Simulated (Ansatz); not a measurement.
Molecule: CSe2, net charge -1, doublet state. 
Geometry from a B3LYP-D3(BJ)/def2-TZVP (Ansatz, a program for electronic structure) optimisation:
```xyz
3

Se    -1.6932     0.0624    -0.0242
C     -0.0008    -0.2217     0.4713
Se     1.6933    -0.0233    -0.0590
```
Charge -1, spin multiplicity 2.

Total electronic energies in hartree. Valence correlation only, unless marked. UHF or UKS for open shells. No spin-orbit coupling. Frozen are the shells of the preceding noble gas and the d and f shells that filled before the atom's block. Non-relativistic. FCI takes restricted orbitals. Basis-set limits of correlation are two-point, X^-3; Hartree-Fock from the larger set. [CCSD(T)-MP2]/basis is that difference in the basis named.

```csv
level,program,energy (Eh)
RI-HF/cc-pVQZ,Ansatz,-4837.66158
PBE/def2-TZVPD,Ansatz,(withheld)
revPBE-D3(BJ)/def2-TZVPD,Ansatz + dftd3,(withheld)
B97M-V/def2-TZVPD,Ansatz,-4840.36493
B3LYP-D4/def2-TZVPD,Ansatz + dftd4,-4841.32107
B3LYP/def2-TZVPD,Ansatz,-4841.31521
CAM-B3LYP-D3(BJ)/def2-TZVPD,Ansatz + dftd3,(withheld)
LC-wPBE-D3(BJ)/def2-TZVPD,Ansatz + dftd3,-4840.53655
wB97M-V/def2-TZVPD,Ansatz,-4840.95663
RPA@PBE/cc-pVTZ,Ansatz,-4838.33251
SCS-MP2/aug-cc-pVDZ,Ansatz,-4837.85162
SCS-MP2/cc-pVDZ,Ansatz,-4837.80710
SCS-MP2/cc-pVTZ,Ansatz,-4838.07619
FCI/STO-3G,Ansatz,-4784.48157
"RI-MP2/CBS(aug-cc-pVTZ,aug-cc-pVQZ)+[CCSD(T)-MP2]/aug-cc-pVTZ",Ansatz,-4838.2243
```

Task: Fill in the missing entries.

Result: 
- PBE/def2-TZVPD, energy (Eh): -4840.48365
- revPBE-D3(BJ)/def2-TZVPD, energy (Eh): -4840.85090
- CAM-B3LYP-D3(BJ)/def2-TZVPD, energy (Eh): -4841.46665
